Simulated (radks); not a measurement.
The numbers below are computed, except where a source is named.
Q: Coherent X-ray form factor from a spherical all-electron density. Code: a radial shooting solver on a logarithmic mesh with Libxc functionals. Model: non-relativistic Kohn-Sham, LDA (Slater exchange, Perdew-Wang correlation), spin-unpolarised, spherical densities, point nucleus.

| sin(theta)/lambda (1/angstrom) | f0 (electrons) |
|---|---|
| 0.05 | 16.895 |
| 0.1 | 16.588 |
| 0.15 | 16.098 |
| 0.2 | 15.457 |
| 0.25 | 14.702 |
| 0.3 | 13.874 |
| 0.4 | 12.155 |
| 0.5 | 10.560 |
| 0.6 | 9.230 |
| 0.8 | 7.426 |
| 1 | 6.369 |
| 1.25 | 5.395 |
| 1.5 | 4.491 |
| 2 | 2.960 |

The species is in the configuration that NIST lists as its ground one. Which atom or ion scatters so?

A: The manganese ion Mn8+, [Ne] 3s2 3p5. Extrapolating in s^2 from the first two rows gives f0(0) = 17.0, near the electron count 17; among species with that count, the fall with angle is slower the higher Z, and the table is that of Z = 25; from so few rows the species is fixed only to a neighbour or two.
